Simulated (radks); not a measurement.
The numbers below are computed, except where a source is named.
Problem. These are the eigenvalues of the occupied orbitals of an atom or ion with whole-number occupations (hartree). Code: a radial shooting solver on a logarithmic mesh with Libxc functionals. Model: non-relativistic Kohn-Sham, Wu-Cohen GGA, spin-polarised, spherical densities, point nucleus.

orbital  eigenvalue
1s up     -129.6276
1s down   -129.6177
2s up     -13.72782
2s down   -13.71861
2p up     -11.15185
2p down   -11.13954
3s up      -2.07540
3s down    -2.02904
3p up      -1.46087
3p down    -1.41692

Which element is it, and in what charge state? The configuration may be excited. Open shells, if any, are filled with parallel spins first.

Solution. Z = 19, potassium, charge +2: K2+ in [Ne] 3s2 3p5. The list shows which subshells hold electrons but not how many an open one holds; the 1s level, -129.63 hartree, gives Z - s = 16.1 by -(Z - s)^2/2, which with screening narrows Z to a few neighbours, and the depths of the outer levels then fix element, charge and occupations together.
